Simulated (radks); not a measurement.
The numbers below are computed, except where a source is named.
Problem. Sn, configuration [Kr] 4d10 5s2 5p2. Level of theory: scalar-relativistic Kohn-Sham, PBE, spin-polarised, spherical densities, finite nucleus; open shells are filled with parallel spins first (spin-orbit coupling, left out, can overturn this in heavy ions); Fermi nuclear charge, rms radius 4.6519 fm (a radial shooting solver on a logarithmic mesh with Libxc functionals). Some entries of the table are withheld. Estimate them.

orbital  occ.  eigenvalue (hartree)  r(max) (bohr)
1s up       1             -1066.181        0.01878
1s down     1             -1066.180        0.01878
2s up       1             -160.9519         0.1061
2s down     1             -160.9516         0.1061
2p up       3             -144.4910        0.08494
2p down     3             -144.4902        0.08495
3s up       1             -31.05497         0.3076
3s down     1             -31.05407         0.3076
3p up       3             -25.67509         0.3009
3p down     3             -25.67406         0.3010
3d up       5             -17.39221         0.2511
3d down     5             -17.39130         0.2511
4s up       1              -4.91647         0.7456
4s down     1              -4.91437         0.7457
4p up       3              -3.29146            (1)
4p down     3              -3.28916            (2)
4d up       5                   (3)         0.8870
4d down     5                   (4)         0.8866
5s up       1              -0.40315          2.030
5s down     1              -0.35931          1.998
5p up       2              -0.15277          2.571
5p down     0              -0.10513          2.546

Solution. 
(1) 4p up r(max) (bohr): 0.7884
(2) 4p down r(max) (bohr): 0.7885
(3) 4d up eigenvalue (hartree): -0.94647
(4) 4d down eigenvalue (hartree): -0.94035
